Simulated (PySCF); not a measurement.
How methods differ on the interval between two levels of Ru⁺

Ru⁺ [Kr] 4d7 [4F9/2, M_J = 9/2] → Ru⁺ [Kr] 4d6 5s1 [6D9/2, M_J = 9/2], as a difference of total energies. All numbers are calculated (PySCF 2.14, the two-component X2C-1e Hamiltonian, in x2c-TZVPall-2c). Correlated levels: [Ar] 3d10 frozen; the 6 highest virtual spinors dropped. "Screened" scales the spin-orbit matrix elements by Boettger's factors to mimic the two-electron term; Breit and QED terms are absent.

```csv
method,interval between two levels (cm⁻¹)
GHF (spin-free),2389.6
GMP2 (spin-free),5305.4
```

The spin-free rows relax to the high-spin LS determinant and lack the spin-orbit shift.

Errors of the correlated levels include the incompleteness of this basis and the frozen core.

The labels give the starting determinants; with spin-orbit coupling the two ends relaxed to ⟨J²⟩ = 24.77, ⟨L²⟩ = 12.12, ⟨S²⟩ = 3.74.

For comparison: 9151.4 cm⁻¹ (measured; NIST Handbook of Basic Atomic Spectroscopic Data (Sansonetti and Martin, J. Phys. Chem. Ref. Data 34, 1559 (2005))).
